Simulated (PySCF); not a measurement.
B3LYP has the VWN-RPA correlation part, as in Gaussian. 

Cartesian coordinates (Å):
```xyz
11

Ta     0.0136    -0.1315     0.2385
O     -1.0382     0.9626     1.4546
H     -1.3933     1.8597     1.3530
O     -0.1661     1.4437    -0.9203
H      0.2552     1.4005    -1.7963
O      1.0210    -0.9988    -1.1305
H      1.4962    -1.2656    -1.9266
O     -1.3315    -1.5225     0.2807
H     -2.1184    -1.4188     0.8438
O      1.4411    -0.2706     1.5382
H      1.3434     0.1419     2.4142
```
Charge 0, spin multiplicity 1.

### Question
Estimate the total energy, HOMO and charge on the central atom (Mulliken) that B3LYP-D3(BJ)/def2-TZVP // TPSS-D3(BJ)/def2-SVP (PySCF 2.14.0) returns for this input.

### Answer

```
Quantity                                      Value
-------------------------------------  ------------
total energy                           -436.6343 Ha
HOMO                                       -8.30 eV
charge on the central atom (Mulliken)        1.58 e
```
